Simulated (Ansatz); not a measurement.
One change: `OB(O)S` becomes `[OH][In]([OH])[SH]`.

Ansatz, PBE0-D4/def2-TZVP geometries, multiplicity 1. Each molecule was computed in one conformer, which needn't be the lowest.

Elements past krypton have def2 core potentials.

```csv
property,`OB(O)S`
size of the dipole moment (B3LYP/def2-TZVPP) / D,2.33
LUMO energy (B3LYP/def2-TZVPP) / eV,-0.26
size of the dipole moment (ωB97M-V/def2-TZVPP) / D,2.35
LUMO energy (PBE/def2-TZVPP) / eV,-0.80
HOMO–LUMO gap (PBE0/def2-TZVPP) / eV,7.70
HOMO energy (ωB97M-V/def2-TZVPP) / eV,-9.82
```

Q: Give the same properties after the change, and the shifts. (Estimate.)

A: The calculation gave: 
```csv
property,`[OH][In]([OH])[SH]`,shift
size of the dipole moment (B3LYP/def2-TZVPP) / D,0.88,-1.45
LUMO energy (B3LYP/def2-TZVPP) / eV,-2.13,-1.87
size of the dipole moment (ωB97M-V/def2-TZVPP) / D,0.89,-1.46
LUMO energy (PBE/def2-TZVPP) / eV,-2.67,-1.87
HOMO–LUMO gap (PBE0/def2-TZVPP) / eV,6.06,-1.64
HOMO energy (ωB97M-V/def2-TZVPP) / eV,-10.07,-0.25
```

With PBE0 the HOMO falls by 0.24 eV and the LUMO falls by 1.88 eV, so the gap narrows by about 1.64 eV. PBE moves the HOMO by -0.23 eV and ωB97M-V by -0.25 eV. Dipoles are sizes alone; their direction can turn.

B3LYP here is the variant with VWN-RPA as its local correlation; programs differ in this.
